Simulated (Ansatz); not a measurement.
`C=C(Cl)[TeH]` and `C=CC(=C)[TeH]` differ in one atom or group.

Ansatz, PBE0-D4/def2-TZVP geometries, multiplicity 1. Each molecule was computed in one conformer, which needn't be the lowest.

Elements past krypton have def2 core potentials.

```tsv
property	`C=C(Cl)[TeH]`
HOMO energy (PBE/def2-TZVPP) / eV	-5.42
size of the dipole moment (PBE/def2-TZVPP) / D	0.92
LUMO energy (PBE0/def2-TZVPP) / eV	-1.18
LUMO energy (B3LYP/def2-TZVPP) / eV	-1.40
HOMO–LUMO gap (PBE0/def2-TZVPP) / eV	5.26
HOMO–LUMO gap (ωB97M-V/def2-TZVPP) / eV	9.26
```

**Question.** What does the change do to each property? (An estimate is asked.)

**Answer.** Ansatz gave: 
| property | `C=CC(=C)[TeH]` | shift |
| --- | --- | --- |
| HOMO energy (PBE/def2-TZVPP) / eV | -5.18 | 0.24 |
| size of the dipole moment (PBE/def2-TZVPP) / D | 0.87 | -0.05 |
| LUMO energy (PBE0/def2-TZVPP) / eV | -1.21 | -0.03 |
| LUMO energy (B3LYP/def2-TZVPP) / eV | -1.40 | 0.00 |
| HOMO–LUMO gap (PBE0/def2-TZVPP) / eV | 4.97 | -0.29 |
| HOMO–LUMO gap (ωB97M-V/def2-TZVPP) / eV | 9.10 | -0.16 |

Dipoles are sizes alone; their direction can turn.

B3LYP here is the variant with VWN-RPA as its local correlation; programs differ in this.

Spin–orbit coupling is left out; it splits and shifts lone-pair levels of the heavy atoms by tenths of an eV.
